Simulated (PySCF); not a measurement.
**Bromine: a sound run and one with changed settings**

Sound run: Br²⁺ [Ar] 3d10 4s2 4p3, Br³⁺ [Ar] 3d10 4s2 4p2. Computed with PySCF 2.14 in aug-cc-pVDZ-PP with ECP10MDF (5s4p3d, 32 functions), with a scalar-relativistic core potential. The sound run starts from symmetry-adapted Hartree-Fock orbitals and uses a fine grid where one is needed.

A second run was set up differently.

```tsv
species	method	sound run (hartree)	changed run (hartree)	converged
Br²⁺	UHF	-414.33901	-414.33901	yes
Br²⁺	TPSS	-415.49350	-415.50844	yes
Br²⁺	MN15	-416.01768	-415.76516	yes
Br³⁺	UHF	-413.06655	-413.06655	yes
Br³⁺	TPSS	-414.20356	-414.21340	yes
Br³⁺	MN15	-414.73760	-414.48220	yes
```

Ionisation energy of Br²⁺:

```
method  sound run (eV)  changed run (eV)
   UHF          34.625            34.625
  TPSS          35.101            35.240
  MN15          34.833            34.911
```

Problem. What was changed?
A. radial grid too coarse
B. too few SCF iterations
C. basis contracted for another Hamiltonian
D. a valence shell is frozen

Solution. A. It used radial step 0.5 in ln r (0.13 in the sound run). A coarse radial grid mis-integrates the density and the exchange-correlation energy, with errors of either sign; Hartree-Fock needs no grid.
